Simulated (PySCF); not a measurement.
C6H10OP2.
Structure used (GFN2-xTB), in Å, numbered top down from 1:
```
atom  x, y, z in Å
P1     3.7022    0.3026   -0.4136
C2     2.5102   -0.4814    0.7794
C3     1.0687   -0.0018    0.6784
P4     0.3270   -0.2839   -1.0128
C5    -1.4088   -0.0773   -0.5382
C6    -2.0750    1.1569   -0.2863
C7    -3.3665    0.8364   -0.0179
O8    -3.5538   -0.4921   -0.0941
C9    -2.3712   -1.0386   -0.4105
H10    3.1503    1.5818   -0.3324
H11    2.9626    0.0077   -1.5576
H12    2.5678   -1.5628    0.6172
H13    2.8918   -0.2882    1.7886
H14    1.0174    1.0744    0.8761
H15    0.4497   -0.5101    1.4255
H16    0.3021   -1.6827   -0.9083
H17   -1.6371    2.1339   -0.3034
H18   -4.2184    1.4382    0.2296
H19   -2.3287   -2.1038   -0.5273
```

NICS = −σ at a ghost point: NICS(0) at the centroid of the ring atoms, NICS(1) 1 Å to either side along the normal of their mean plane, zz for the tensor component along that normal. Level: GIAO PBE0/pcSseg-1 (PySCF, non-relativistic, gas phase) on the GFN2-xTB geometry, one conformer.

Ring bond lengths (Å), with Mayer bond orders in brackets: C5–C6 1.425 (1.25), C6–C7 1.357 (1.61), C7–O8 1.344 (1.08), O8–C9 1.341 (1.08), C9–C5 1.366 (1.59).

**Question.** What do the NICS probes read (ppm)?

**Answer.** 
```tsv
ring	type	NICS(0)	NICS(1), two faces	NICS(1)zz, two faces	rms pucker (Å)	centre to ring atoms, mean (Å)
C5–C6–C7–O8–C9	5-membered ring with O; formal bonds all aromatic	-11.7	-10.4 / -10.3	-26.9 / -26.0	0.00	1.16
```

**Question.** What can be read from them?

**Answer.** 
- C5–C6–C7–O8–C9: mean NICS(1)zz -26.4 ppm, shielded. For a flat ring without four-coordinate atoms the NICS criterion counts such a value as aromatic.

**Question.** What does the geometric index give? HOMA = 1 − mean of α(R − Ropt)² over the ring bonds, with Krygowski's 1993 parameters (CC: Ropt 1.388 Å, α 257.7 Å⁻²; CO: Ropt 1.265 Å, α 157.38 Å⁻²).

**Answer.** 
- C5–C6–C7–O8–C9: HOMA 0.48; the largest term is that of C7–O8, α(R − Ropt)² = 0.98.

**Question.** At the second NICS(1) probe listed for ring C5–C6–C7–O8–C9, 1 Å off the ring, what do the in-plane components average?

**Answer.** The isotropic value is a third of the trace: (3 × -10.3 − (-26.0))/2 = -2.5 ppm.

**Question.** Give the inner angles of the rings and the Hirshfeld charges of the ring atoms.

**Answer.** 
- C5–C6–C7–O8–C9: C5 105.3° (-0.091 e), C6 106.0° (-0.092 e), C7 110.8° (+0.007 e), O8 107.1° (-0.061 e), C9 110.9° (+0.001 e); sum 540.0° against 540° for a flat convex ring.

**Question.** What are the shieldings of the ring atoms and their hydrogens in the same run (means over atoms taken as equivalent)?

**Answer.** 
| atoms | environment | σ isotropic (ppm) | principal values of the symmetric part, first atom (ppm) |
| --- | --- | --- | --- |
| C5 | substituted aromatic carbon | 61.6 | -17.6, 40.8, 161.7 |
| C6 | aromatic CH carbon | 66.6 | -25.1, 67.8, 157.0 |
| C7 | aromatic CH next to a ring oxygen | 37.8 | -40.4, 47.4, 106.5 |
| O8 | furan-type oxygen | 25.5 | -125.8, -47.3, 249.6 |
| C9 | aromatic CH next to a ring oxygen | 39.1 | -37.4, 56.7, 97.9 |
| H17 | aromatic hydrogen | 25.07 | 22.5, 24.3, 28.4 |
| H18 | aromatic hydrogen | 24.15 | 21.2, 25.0, 26.3 |
| H19 | aromatic hydrogen | 24.17 | 20.6, 24.4, 27.5 |
